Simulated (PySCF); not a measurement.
Simulated outer-valence photoelectron spectrum of `C#CC(C)=[Se]`. Method used: EOM-IP-CCSD/aug-cc-pVDZ in PySCF, restricted Hartree–Fock reference, frozen core, non-relativistic, gas phase, PBE0-D3(BJ)/def2-SVP geometry.

Each root has a Gaussian of 0.8 eV full width with its one-hole share as area; cross sections and vibrations are left out, and the highest printed point is 100.

(ionisation energy (eV), intensity): (7.2, 0), (7.4, 2), (7.6, 8), (7.8, 21), (8.0, 41), (8.2, 57), (8.4, 55), (8.6, 39), (8.8, 22), (9.0, 18), (9.2, 29), (9.4, 48), (9.6, 59), (9.8, 51), (10.0, 35), (10.2, 26), (10.4, 33), (10.6, 50), (10.8, 59), (11.0, 50), (11.2, 33), (11.4, 25), (11.6, 33), (11.8, 50), (12.0, 60), (12.2, 58), (12.4, 55), (12.6, 58), (12.8, 61), (13.0, 51), (13.2, 31), (13.4, 14), (13.6, 5), (13.8, 6), (14.0, 15), (14.2, 35), (14.4, 60), (14.6, 80), (14.8, 93), (15.0, 99), (15.2, 100), (15.4, 92), (15.6, 71), (15.8, 44), (16.0, 21), (16.2, 7), (16.4, 2), (16.6, 0)

**Question.** Where are the maxima, and how many lines lie under the curve?

**Answer.** 6 maxima, at 8.3, 9.6, 10.8, 12.1, 12.8 and 15.1 eV, from 8 lines. At this width some lines have no maximum of their own.

**Question.** List the lines with their holes.

**Answer.** 
```tsv
E (eV)	leading hole (HF orbital)	area	Koopmans (eV)
8.28	HOMO	0.95	8.85
9.62	HOMO-1	0.95	9.41
10.80	HOMO-2	0.95	11.27
11.99	HOMO-3	0.93	12.55
12.82	HOMO-4	0.94	13.90
14.56	HOMO-5	0.93	16.03
15.07	HOMO-6	0.93	16.31
15.51	HOMO-7	0.91	17.41
```

The widest gap, 1.74 eV, lies between 12.82 and 14.56 eV. Only orbitals with −ε under 21 eV, eight at most, were ionised, so the high end of the curve may lack lines.

On x86-64 server, one thread (shared host), this took 9.4 min.
